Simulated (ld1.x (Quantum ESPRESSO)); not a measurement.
The numbers below are computed, except where a source is named.
**Potentials for Ti (Z = 22) compared**

Generated with ld1.x 7.5 (TM, RRKJ, ultrasoft, PAW), atompaw 4.2 or ONCVPSP 4.0.1. The cutoff is in Ry: for ld1.x and atompaw files where the sum of valence levels is converged to 10 mRy in a Bessel basis, for ONCV files where the hardest occupied wave has 1 mHa per electron of residual kinetic energy. The error is the largest all-electron minus pseudo excitation energy over each file’s own four to seven test configurations (ionisations up to +4, promotions, holes and added fractions of an electron), all of which were solved. The labels leave out finer settings (local radius, basis sizes, second energies), which also bear on the numbers. Spin-polarised tests are not counted. The rows are a selection from randomly drawn settings: files with unsolved tests, undetermined cutoffs or missed reference levels are left out.

```csv
potential,cutoff (Ry),largest error (meV),bound ghosts
"TM semilocal, LDA (PZ), scalar-relativistic, rc 2.70/3.90/1.45 (spd), local d, core correction no, reference 3d2 4s1.5 4p0",80,+271,none
"TM semilocal, PW91, scalar-relativistic, rc 2.25/3.00/1.15 (spd), local p, core correction yes, reference 3d2 4s0 4p0",120,-565,none
```

Task: Fill in the row for Ti: RRKJ, BP86, scalar-relativistic, rc 2.30/2.90/1.50 (spd), local s, core correction yes, reference 3d2 4s2 4p0.

Result: cutoff 70 Ry, largest error -623 meV, bound ghosts: none.

Task: Fill in the row for Ti: TM semilocal, PBE, scalar-relativistic, rc 2.75/2.70/1.90 (spd), local s, core correction no, reference 3d2 4s1.5 4p0.5.

Result: cutoff 55 Ry, largest error +201 meV, bound ghosts: none.

Task: Fill in the row for Ti: TM semilocal, PBE, scalar-relativistic, rc 3.15/2.95/2.00 (spd), local d, core correction no, reference 3d2 4s1.75 4p0.25.

Result: cutoff 50 Ry, largest error +406 meV, bound ghosts: none.
